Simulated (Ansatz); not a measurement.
Basis-set series for AlH7O3Si2, SMILES `[OH][Al]([O][SiH3])[O][SiH3]`. The species carries charge 0 and has multiplicity 1. All single points use the PBE0-D4/def2-TZVP geometry. It is one conformer, not always the lowest.

```json
{"functional": "PBE0-D4", "basis": "def2-SVP", "functions": "131", "energy (Eh)": "-1050.49640", "HOMO (eV)": "-8.56", "LUMO (eV)": "-0.52"}
{"functional": "PBE0-D4", "basis": "def2-QZVPP", "functions": "591", "energy (Eh)": "-1051.12741", "HOMO (eV)": "-8.70", "LUMO (eV)": "-1.01"}
{"functional": "ωB97M-V", "basis": "def2-SVP", "functions": "131", "energy (Eh)": "-1050.96316", "HOMO (eV)": "-10.83", "LUMO (eV)": "1.11"}
{"functional": "ωB97M-V", "basis": "def2-QZVPP", "functions": "591", "energy (Eh)": "-1051.59715", "HOMO (eV)": "-11.02", "LUMO (eV)": "0.36"}
```

Task: Give the rows for def2-TZVPP. (An estimate is asked.)

Result: The calculation gave: 
| functional | basis | functions | energy (Eh) | HOMO (eV) | LUMO (eV) |
| --- | --- | --- | --- | --- | --- |
| PBE0-D4 | def2-TZVPP | 317 | -1051.08463 | -8.68 | -0.84 |
| ωB97M-V | def2-TZVPP | 317 | -1051.55773 | -11.00 | 0.73 |

Positive LUMOs are unbound and depend on the basis.

Computed with Ansatz.
